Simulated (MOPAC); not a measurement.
MOPAC input (AM1):

```
AM1 1SCF CHARGE=1 GEO-OK AUX(PRECISION=9) THREADS=1
CH4N

C    -0.63163360 1    0.23047242 1    0.02745480 1
N     0.56164908 1   -0.20493625 1   -0.02441283 1
H    -1.46106849 1   -0.46734349 1   -0.01134229 1
H    -0.81208885 1    1.29678017 1    0.11014810 1
H     1.36386217 1    0.42161568 1    0.00949276 1
H     0.76755320 1   -1.19933311 1   -0.10213757 1
```

From the output:

```
                                                       MOPAC v23.2.5 Linux

          FINAL HEAT OF FORMATION =        177.83730 KCAL/MOL =     744.07125 KJ/MOL

          COSMO AREA              =         67.70 SQUARE ANGSTROMS
          COSMO VOLUME            =         48.90 CUBIC ANGSTROMS

          IONIZATION POTENTIAL    =         20.019005 EV
          HOMO LUMO ENERGIES (EV) =        -20.019 -6.478
          NO. OF FILLED LEVELS    =          6
          MOLECULAR WEIGHT        =         30.0493         POINT GROUP:  C2v

          MOLECULAR DIMENSIONS (Angstroms)

            Atom       Atom       Distance
            H     5    H     3     2.96157
            H     6    H     4     2.86345
            C     1    N     2     0.00000

          SCF CALCULATIONS        =          1

   ATOM   CHEMICAL          X               Y               Z
  NUMBER   SYMBOL      (ANGSTROMS)     (ANGSTROMS)     (ANGSTROMS)

     1       C         -0.63163360  *   0.23047242  *   0.02745480  *
     2       N          0.56164908  *  -0.20493625  *  -0.02441283  *
     3       H         -1.46106849  *  -0.46734349  *  -0.01134229  *
     4       H         -0.81208885  *   1.29678017  *   0.11014810  *
     5       H          1.36386217  *   0.42161568  *   0.00949276  *
     6       H          0.76755320  *  -1.19933311  *  -0.10213757  *

                             CARTESIAN COORDINATES

   1    C       -0.631633600     0.230472420     0.027454800
   2    N        0.561649080    -0.204936250    -0.024412830
   3    H       -1.461068490    -0.467343490    -0.011342290
   4    H       -0.812088850     1.296780170     0.110148100
   5    H        1.363862170     0.421615680     0.009492760
   6    H        0.767553200    -1.199333110    -0.102137570

           Empirical Formula: C H4 N  =     6 atoms

      MOLECULAR POINT GROUP   :   C2v

                  EIGENVALUES
 -45.20113 -31.93398 -26.12367 -24.20852 -20.57038 -20.01900  -6.47787  -4.43114
  -2.89201  -2.46348  -1.20335  -1.14261

              NET ATOMIC CHARGES AND DIPOLE CONTRIBUTIONS

  ATOM NO.   TYPE          CHARGE      No. of ELECS.   s-Pop       p-Pop
    1          C           0.126924        3.8731     1.28732     2.58576
    2          N          -0.130705        5.1307     1.44425     3.68645
    3          H           0.205371        0.7946     0.79463
    4          H           0.205371        0.7946     0.79463
    5          H           0.296519        0.7035     0.70348
    6          H           0.296519        0.7035     0.70348
 DIPOLE           X         Y         Z       TOTAL
 POINT-CHG.     0.034    -0.012    -0.001     0.036
 HYBRID         0.330    -0.121    -0.014     0.352
 SUM            0.364    -0.133    -0.016     0.388

          ATOMIC ORBITAL ELECTRON POPULATIONS

     Atom    s        px        py        pz
    1  C   1.28732   0.88273   1.07694   0.62609
    2  N   1.44425   1.11311   1.19818   1.37516
    3  H   0.79463
    4  H   0.79463
    5  H   0.70348
    6  H   0.70348

 **********************
 *                    *
 * JOB ENDED NORMALLY *
 *                    *
 **********************

 == MOPAC DONE ==
```

The dipole moment of an ion depends on the origin.

The geometry given is a B3LYP-D3(BJ)/def2-TZVP minimum.
